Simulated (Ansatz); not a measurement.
[MoO3(NH2)]- (MoNO₃H₂⁻), relaxed as a singlet with RKS r2SCAN-D4/def2-SVPD in Ansatz, starting from the GFN2-xTB geometry. Force threshold 0.02 eV/Å.

In the def2 sets Mo takes a core potential; there is no spin–orbit coupling. The relaxation made no stability test and no search for a lower SCF solution.

Start:

```xyz
7

Mo    0.7181    0.1093    0.4162
O     1.1723   -1.4938    0.5116
O     1.6901    1.0157   -0.5886
O     0.3369    0.7714    1.8974
N    -1.0289    0.0788   -0.5487
H    -1.0503   -0.0980   -1.5529
H    -1.8381   -0.3834   -0.1350
```

**Question.** Estimate the energy that the relaxation releases and the steps that it takes.

**Answer.** 55.8 kJ/mol, in 7 steps; 16 s on 4 threads of Arm Neoverse V2 on a shared host. No frequencies were taken in this run, so the end may be a saddle point.

**Question.** Does the start keep its bonding?

**Answer.** By distances, no bond broke or formed. The bond that changes most is Mo1–O3, from 1.67 to 1.74 Å (atoms count from 1).

**Question.** Predict the relaxed structure.

**Answer.** 
```xyz
7

Mo    0.667    0.091    0.386
O     1.280   -1.527    0.560
O     1.760    1.042   -0.572
O     0.381    0.782    1.954
N    -1.092    0.087   -0.587
H    -1.099   -0.113   -1.584
H    -1.897   -0.361   -0.157
```
Bond lengths: 3 × Mo–O 1.74 Å; 1 × Mo–N 2.01 Å; 2 × H–N 1.02 Å.
